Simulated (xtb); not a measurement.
C3H8As, doublet, geometry from GFN2-xTB.

xtb was given this input:
```
$ xtb mol.xyz --gfn 1 --uhf 1 --alpb cs2 --json

# file mol.xyz
12

C     -1.06519029     1.78483099     0.03108030
C     -0.76655125     0.36846721    -0.33389339
C     -1.95211724    -0.52631047    -0.48317032
As     0.91553816    -0.40089944     0.22269269
H     -1.54395907     1.85767815     1.01530513
H     -1.75664549     2.22927244    -0.68771601
H     -0.15135721     2.38131331     0.05400838
H     -2.65585291    -0.11386931    -1.20908699
H     -2.50022148    -0.63413665     0.46085300
H     -1.64900049    -1.52122396    -0.81434270
H      0.99654841    -1.34845491    -0.94467525
H      1.75088179     0.61717613    -0.50730393
```

Q: Predict the dipole moment from GFN1-xTB with ALPB(cs2) (xtb).

A: 0.98 D

Q: What is the computed partial charges in atom order (GFN1-xTB with ALPB(cs2))?

A: C1 -0.08, C2 -0.08, C3 -0.08, As4 0.09, H5 0.03, H6 0.03, H7 0.02, H8 0.03, H9 0.03, H10 0.02, H11 -0.01, H12 -0.01
